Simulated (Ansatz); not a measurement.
`C[SiH](C)[SiH3]` + HI → `C[SiH]([SiH3])I` + CH₄  (ligand exchange at the Si–C bond)

Gas-phase electronic energies from Ansatz, PBE0-D4/def2-TZVP geometries. CBS: MP2 limit from def2 TZ/QZ plus the TZ coupled-cluster correction, frozen cores. This one scheme is used for every species. DFT in def2-TZVPP. Elements past krypton have def2 core potentials. For I outer-core shells are correlated without core-valence functions, which leaves a few kJ/mol of doubt a bond.

`C[SiH](C)[SiH3]`:

```xyz
14

C     0.611   -0.653   -1.637
Si    0.527   -0.117    0.160
C    -0.408   -1.378    1.190
Si   -0.501    1.983    0.327
H     1.175    0.064   -2.237
H     1.101   -1.627   -1.725
H    -0.390   -0.739   -2.065
H     1.916    0.013    0.694
H     0.073   -2.358    1.127
H    -0.440   -1.084    2.241
H    -1.437   -1.483    0.837
H    -0.573    2.440    1.743
H    -1.894    1.926   -0.203
H     0.240    3.012   -0.454
```

HI:

Z-matrix (Å, degrees):
```
I
H 1 1.610
```

`C[SiH]([SiH3])I`:

```xyz
11

C    -0.644    0.602    1.525
Si    0.693    0.250    0.269
Si   -0.045   -1.011   -1.555
I     1.506    2.379   -0.658
H    -1.490    1.109    1.057
H    -0.259    1.236    2.326
H    -0.998   -0.336    1.962
H     1.866   -0.390    0.923
H    -1.158   -0.289   -2.227
H    -0.541   -2.343   -1.105
H     1.070   -1.208   -2.516
```

CH₄:

```xyz
5

C     0.000    0.000    0.000
H     0.451   -0.422   -0.898
H    -1.043    0.244   -0.198
H     0.536    0.904    0.285
H     0.056   -0.726    0.810
```

| level | ΔE (kJ/mol) |
| --- | --- |
| ωB97M-V | -100.4 |
| SCS-MP2/def2-TZVPP | -104.5 |
| HF/CBS(def2) | -106.0 |
| CCSD/CBS(def2) | -106.2 |

Task: What does CCSD(T)/CBS give? (Estimate.)

Result: Ansatz gave: -107.0 kJ/mol. The listed levels differ from it by 6.6, 2.5, 1.0, 0.8 kJ/mol.

Largest T1 diagnostic among the species: 0.011.

The D4 term adds −3.2 kJ/mol with B3LYP and −1.5 kJ/mol with PBE0; it sums over pairs of atoms, weighted by their polarisabilities, and B3LYP, whose exchange is more repulsive, gets the larger term.

B3LYP here is the variant with VWN-RPA as its local correlation; programs differ in this.

CCSD(T)/CBS has its own doubt, a few kJ/mol and more with outer-core shells, so smaller differences from it don't rank the levels.
